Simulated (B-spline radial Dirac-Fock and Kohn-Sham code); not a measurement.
X-ray form factors of strontium in several charge states

Calculated with a radial B-spline solver, using Dirac-Fock orbitals of the configuration average with a finite nucleus.

Configurations: Sr¹⁹⁺ [Ar] 3d1; Sr²²⁺ [Ne] 3s2 3p4; Sr²⁴⁺ [Ne] 3s2 3p2; Sr²⁵⁺ [Ne] 3s2 3p1; Sr²⁶⁺ [Ne] 3s2. The first column is f₀ of Sr¹⁹⁺, the others are differences from it.

```csv
s (Å⁻¹),Sr¹⁹⁺,Δ Sr²²⁺,Δ Sr²⁴⁺,Δ Sr²⁵⁺,Δ Sr²⁶⁺
0,19.000,-3.000,-5.000,-6.000,-7.000
0.1,18.839,-2.948,-4.915,-5.900,-6.885
0.2,18.370,-2.796,-4.669,-5.609,-6.551
0.3,17.628,-2.560,-4.283,-5.153,-6.027
0.4,16.670,-2.260,-3.792,-4.571,-5.359
0.5,15.562,-1.922,-3.237,-3.912,-4.598
0.7,13.172,-1.234,-2.094,-2.548,-3.017
0.9,10.934,-0.656,-1.120,-1.375,-1.647
1.1,9.121,-0.262,-0.444,-0.554,-0.676
1.4,7.289,+0.010,+0.028,+0.030,+0.026
```
